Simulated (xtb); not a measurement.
xtb input (GFN1-xTB):

```bash
xtb mol.xyz --gfn 1 --opt tight --chrg 0 --uhf 0
```
mol.xyz:
```
17

C      4.45929622    -0.16087451     0.68250341
C      3.24964350     0.76214299     0.57358551
C      1.95072979     0.00375980     0.30498851
C      0.73604183     0.93227151     0.19576043
Si    -0.86951240     0.06929282    -0.12979332
Cl    -2.40300782     1.42603295    -0.25169489
Cl    -1.30072519    -1.25750689     1.37560516
Cl    -0.78984396    -0.97397577    -1.89552549
H      4.33347707    -0.87895378     1.49617178
H      5.37369733     0.40287842     0.87417777
H      4.60456295    -0.72850534    -0.23956889
H      3.41137551     1.49056311    -0.22730940
H      3.14218705     1.34116772     1.49628223
H      1.78551611    -0.72363724     1.10482563
H      2.05452213    -0.57434309    -0.61759788
H      0.60733970     1.50994969     1.11670141
H      0.87703642     1.65962717    -0.61014458
```

End of the output:

```
   6 C   14 Si          1     1.9327344     1.9327344     1.9327344
  14 Si  17 Cl          3     2.0244152     2.0247003     2.0238448

optimized geometry written to: xtbopt.xyz

           -------------------------------------------------
          | TOTAL ENERGY              -28.145474205762 Eh   |
          | GRADIENT NORM               0.000059666519 Eh/α |
          | HOMO-LUMO GAP               7.565580588016 eV   |
           -------------------------------------------------

------------------------------------------------------------------------
------------------------------------------------------------------------
 total:
 SCF:
 ANC optimizer:
```
